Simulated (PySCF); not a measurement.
Gas-phase reaction: GeH₂ + N₂H₂ = GeH₄ + 2 N. Level: PBE0/def2-TZVP; standard pressure 1 bar.

Energies from PySCF, thermal terms from the rigid-rotor harmonic-oscillator model, ideal gas at 1 bar. Open shells (unrestricted): N (multiplicity 4); the rest are closed-shell singlets. Ge: all electrons, no relativistic terms. GeH₂: computed as isolated molecules; such fragments, hydroxides, amides, oligomers or adducts are transient or little studied in the gas. The harmonic model lacks anharmonicity and excited electronic states, which grow with temperature; levels with a mode under 35 cm⁻¹ are left out.

| T (K) | 1000/T (1/K) | log10 K |
|---|---|---|
| 1200 | 0.8333 | -19.97 |
| 1400 | 0.7143 | -16.27 |
| 1600 | 0.6250 | -13.48 |
| 1800 | 0.5556 | -11.29 |
| 2000 | 0.5000 | -9.54 |
| 2500 | 0.4000 | ? |

Q: Fit log10 K = a + b·(1000/T) to the five rows, get the mean ΔH° and ΔS°, and predict log10 K at 2500 K.

A: Means: 1000/T = 0.6456, log10 K = -14.110. Sums of products about the means: Sxy = -2.18048, Sxx = 0.069675, so b = Sxy/Sxx = -31.30 and a = -14.110 − (-31.30)×0.6456 = 6.10.
ΔH° = −R ln 10 × 1000 K × b = −19.145 × (-31.30) = 599 kJ; ΔS° = R ln 10 × a = 117 J/K. The run's own values go from 594 kJ and 113 J/K at 1200 K to 611 kJ and 123 J/K at 2500 K.
Prediction at 2500 K: 6.10 + (-31.30)×0.4000 = -6.42. The computed value is -6.36, 0.06 from the line.
For scale, ΔH°(298 K) is 577 kJ at this level, 590 kJ at ωB97M-V/def2-TZVP†, and runs from 41 to 1344 kJ over the 20 levels computed († marks an energy on the PBE0/def2-TZVP geometry).
